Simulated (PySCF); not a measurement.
# Property card for `CN(C)[Si@H](O)[As]([SiH3])[SiH3]`

Compound: C2H14AsNOSi3.
SMILES with atom numbers: `[CH3:1][N:2]([CH3:3])[Si@H:4]([OH:5])[As:6]([SiH3:7])[SiH3:8]` (hydrogens: H9, H10, H11 on C1; H12, H13, H14 on C3; H15 on Si4; H16 on O5; H17, H18, H19 on Si7; H20, H21, H22 on Si8)

Geometry (PBE0-D3(BJ)/def2-SVP, Å), atoms numbered from 1 in this order:
```
atom  x, y, z in Å
C1    -2.8353   -0.2748    0.6144
N2    -1.7105   -0.4688   -0.2710
C3    -1.9518   -1.3968   -1.3441
Si4   -0.1660    0.1252    0.2264
O5    -0.2608    1.7470    0.6177
As6    1.3572   -0.1837   -1.5592
Si7    2.2570   -2.1849   -0.6914
Si8    2.9444    1.1933   -0.4700
H9    -3.1278   -1.2054    1.1398
H10   -3.7215    0.0822    0.0571
H11   -2.6003    0.4857    1.3746
H12   -1.0841   -1.4503   -2.0189
H13   -2.8207   -1.0819   -1.9518
H14   -2.1594   -2.4230   -0.9812
H15    0.3370   -0.4693    1.5001
H16   -0.6239    2.3134   -0.0713
H17    2.5683   -2.1060    0.7695
H18    1.2677   -3.2839   -0.9139
H19    3.5118   -2.5022   -1.4374
H20    4.3040    0.8098   -0.9600
H21    2.9113    1.0474    1.0168
H22    2.6779    2.6144   -0.8400
```

**PBE0-D3(BJ)/def2-SVP geometry optimisation, gas phase (PySCF)**

* Point group: C1
* Rotational constants A, B, C: 1.200, 0.609, 0.484 GHz

CAM-B3LYP/def2-SVPD ground state, ΔSCF and vertical TDDFT (core frozen in the response) (PySCF):

* Dipole moment: 1.80 D
* HOMO energy: -7.96 eV
* LUMO energy: 0.52 eV
* HOMO–LUMO gap: 8.48 eV
* Lowest singlet excitation: 5.77 eV (215 nm, f = 0.014)
* Strongest line among the 10 lowest singlet transitions: S6 at 6.52 eV (190 nm, f = 0.070)
* Lowest triplet excitation (Tamm–Dancoff): 5.30 eV
* Static isotropic polarisability: 155.7 au
* Vertical ionisation energy: 8.43 eV
* Electronic spatial extent ⟨r²⟩ about the centre of nuclear charge: 2526 bohr²

**CAM-B3LYP/pcSseg-1 ground state and GIAO shieldings, non-relativistic (PySCF)**

- 13C chemical shifts (computed TMS as zero) by class: 37.4 (C1/C3) ppm
- 1H chemical shifts (computed TMS as zero) by class: 4.93 (H15), 3.91 (H17/H18/H19/H20/H21/H22), 2.57 (H9/H10/H11/H12/H13/H14), 0.77 (H16) ppm
- Isotropic shieldings of nuclei other than C and H, by class: 223 (N2), 272 (O5), 333 (Si4), 414 (Si7/Si8), 2094 (As6) ppm

delta-SCF UKS SCAN, pcX-2 on the ionised atom, pcseg-1 elsewhere, spin-free X2C; 2p3/2 from a spin–orbit splitting computed afterwards within the 2p shell (PySCF):

* Core binding energies: Si2p3/2 106.5 (Si7/Si8), Si2p3/2 106.9 (Si4), C1s 291.5 (C1/C3), N1s 404.2 (N2), O1s 538.1 (O5), Si1s 1846.2 (Si7/Si8), Si1s 1846.9 (Si4) eV

Monoisotopic mass (most abundant isotopes): 226.9599 u.

With B = h/(8π²I), that is 505.379 GHz u Å² over I, the principal moments of inertia are 421.1, 829.5 and 1045.1 u Å² (most abundant isotopes). In atomic units the dipole is 0.71 e·bohr (1 au = 2.5417 D). The rotational constants make it an asymmetric top with κ = (2B − A − C)/(A − C) = -0.65, nearer the prolate limit (−1).

 Relativistic effects, spin–orbit coupling among them, are left out (core-ionisation runs apart) although an element past zinc is present. Atoms bound to As lack the heavy atom's spin–orbit term in their shielding, so their NMR values are less reliable. NMR classes are plain means over equivalent atoms (diastereotopic ones count apart unless rotation or inversion swaps them), as if these changed places fast; in this geometry the members of some classes differ.

For the TDDFT job (CAM-B3LYP/def2-SVPD), on one thread of an Arm Neoverse V1, on a shared host, this took 13 min wall.

One conformer stands for the species.
